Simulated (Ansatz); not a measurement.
The cluster Zn2Te⁺. Total charge 1; quartet. Geometry PBE-D4/def2-TZVP; atoms count from 1.

```xyz
3

Zn    0.927   -0.669   -1.863
Zn   -1.694   -0.216    1.364
Te    0.767    0.885    0.499
```

In the def2 sets Te takes a core potential; there is no spin–orbit coupling. At PBE0-D4/def2-TZVP a doublet of charge 1 lies 0.52 eV below the quartet, each at its own geometry. The structure comes from a short search, and lower isomers may exist.

Problem. Estimate the Mulliken populations from the PBE0/def2-TZVP orbitals of Ansatz.

Solution. 
```
atom  charge (e)  spin (α − β)  d electrons
 Zn1        0.42          0.66        10.01
 Zn2        0.42          0.66        10.01
 Te3        0.17          1.69            –
```
Mulliken values and Mayer orders depend strongly on the basis.

Problem. Where does the spin sit?

Solution. Summed by element: Zn 1.31, Te 1.69, of 3 unpaired in all. Largest on single atoms: Te3 1.69, Zn1 0.66, Zn2 0.66.

Problem. And the Mayer bond orders between bonded heavy atoms (over 0.3)?

Solution. Zn1–Te3 0.72 (2.83 Å); Zn2–Te3 0.72 (2.83 Å).
